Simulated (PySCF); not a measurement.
Telling isomers of C6H14N2Si apart by NMR

[PySCF: geometry: GFN2-xTB; NMR shieldings at PBE0/pcSseg-1/GIAO; no relativistic terms; no solvent model; one computed conformer; fast rotation and ring inversion assumed for equivalent nuclei]

Shifts are taken against calculated references (same method and geometry level): 1H (σref 31.72), 13C (σref 186.93) vs TMS. Where no couplings were computed, multiplicities follow the n + 1 count of equivalent neighbours, and m marks all less simple cases (inequivalent or close neighbours, rings, F or P nearby). Shifts are as computed. Against solution values, carbons near 30 ppm lie about +3 ppm off and those near 130 ppm about +5 ppm. Of 1211 compounds with measured shifts, 218 miss one by over three times the rms of a fit or turn the order of signals round; such compounds aren't used in these exercises. OH and NH positions are gas-phase values without hydrogen bonding to other molecules.

(1) Tabulate the signals of `C=CN([SiH3])/N=C\CCC`, `C=C(C)[C@@H]1CC[Si]1(N)N` and their relative energies.

(2) What is the quickest way to tell C=CN([SiH3])/N=C\CCC from C=C(C)[C@@H]1CC[Si]1(N)N?

Answers

(1) 
| SMILES | carbon types | δC | δH | E rel. (kcal/mol) |
| --- | --- | --- | --- | --- |
| C=CN([SiH3])/N=C\CCC | 2×CH 3×CH2 1×CH3 | 156.6, 146.4, 89.1, 38.9, 26.7, 16.9 | 7.17 (m, 1H), 6.59 (t, 1H), 4.83 (s, 3H), 4.32 (m, 1H), 4.12 (m, 1H), 2.17 (m, 2H), 1.45 (m, 2H), 1.13 (t, 3H) | 61.8 |
| C=C(C)[C@@H]1CC[Si]1(N)N | 1×C 1×CH 3×CH2 1×CH3 | 153.8, 109.7, 58.3, 26.8, 24.7, 17.1 | 4.72 (m, 1H), 4.63 (m, 1H), 3.13 (m, 1H), 1.84 (s, 3H), 1.81 (m, 1H), 1.66 (m, 1H), 1.62 (m, 1H), 1.58 (m, 1H), 0.55 (br s, 2H), 0.54 (br s, 2H) | 0.0 |

Energies are electronic energies at PBE0/pcSseg-1 on these geometries, without zero-point or thermal terms, each for the one conformer computed, which needn't be the lowest.

(2) Both give the same number of carbon signals, but DEPT or the intensities differ. The first has an alkene carbon bearing nitrogen (CH) at 156.6 ppm, the second a fully substituted alkene carbon (C) at 153.8 ppm. In the proton spectra the most deshielded non-exchanging signals are 7.17 (m, 1H) and 4.72 (m, 1H).
